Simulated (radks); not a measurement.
Values are calculated unless marked as measured or tabulated.
Spherical quantum dot in the effective-mass picture: electrons in a parabolic well V = omega^2 r^2 / 2 with omega = 0.623, all in effective atomic units (hartree* = m*/eps^2 hartree, bohr* = eps/m* bohr), one dielectric constant everywhere. Level of theory: non-relativistic Kohn-Sham, r2SCAN, spin-polarised, spherical densities, generalised Kohn-Sham scheme (a radial shooting solver with Libxc functionals). Levels are named by radial order and angular momentum (1s, 1p, 1d, 2s, ...), and open shells are averaged over m.

N = 8, configuration 1s2 1p6. This is the lowest configuration that the search found. Occupied and some empty levels:

level  occupation  eigenvalue (hartree*)  <r> (bohr*)
1s              2                 4.0073        1.920
1p              6                 4.3777        2.369
1d              0                 4.8110        2.699
2s              0                 4.9230        2.362
1f              0                 5.2945        2.969

Energy (hartree*): total 22.4718, kinetic 3.6488, external 8.7615, Hartree 12.717, exchange-correlation -2.6558.

Electron density:

r (bohr*)  n(r) (e/bohr*^3)
0.214               0.06209
0.573               0.07223
0.931               0.08573
1.29                0.09477
1.65                0.09351
2.00                0.08037
2.36                0.05903
2.72                0.03664
3.08                0.01906
3.44               0.008238
3.80               0.002945
4.15              0.0008718
4.51              0.0002146
